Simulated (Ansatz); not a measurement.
CuBr3NH3, that is [CuBr3(NH3)]- with one electron fewer, relaxed as a triplet with UKS PBE-D4/def2-SVPD in Ansatz, starting from the PBE-D4/def2-SVPD geometry of the charge -1 doublet. Force threshold 0.02 eV/Å.

The relaxation made no stability test and no search for a lower SCF solution.

Start:

| atom | x (Å) | y (Å) | z (Å) |
| --- | --- | --- | --- |
| Cu1 | -0.416 | -0.103 | 0.835 |
| Br2 | 0.172 | 2.273 | 1.203 |
| Br3 | -2.274 | -0.332 | 2.298 |
| Br4 | 0.371 | -2.446 | 0.719 |
| N5 | 0.403 | 0.125 | -1.050 |
| H6 | 0.182 | -0.668 | -1.662 |
| H7 | 1.413 | 0.124 | -0.876 |
| H8 | 0.148 | 1.026 | -1.467 |

**Question.** Estimate the energy that the relaxation releases and the steps that it takes.

**Answer.** 0.37 eV, in 9 steps; 51 s on 4 threads of Arm Neoverse V2 on a shared host. The force fell under the threshold at step 8, but the optimiser went on. No frequencies were taken in this run, so the end may be a saddle point.

**Question.** Does the start keep its bonding?

**Answer.** By distances, no bond broke or formed. The bond that changes most is Cu1–Br4, from 2.47 to 2.41 Å (atoms count from 1).

**Question.** Predict the relaxed structure.

**Answer.** 
```csv
atom,x (Å),y (Å),z (Å)
Cu1,-0.375,-0.084,0.680
Br2,-0.591,2.267,1.181
Br3,-1.507,-0.348,2.769
Br4,-0.396,-2.498,0.686
N5,0.579,0.136,-1.093
H6,0.366,-0.639,-1.733
H7,1.596,0.142,-0.945
H8,0.329,1.024,-1.546
```
Bond lengths: 3 × Br–Cu 2.39 to 2.41 Å; 1 × Cu–N 2.03 Å; 3 × H–N 1.03 Å.
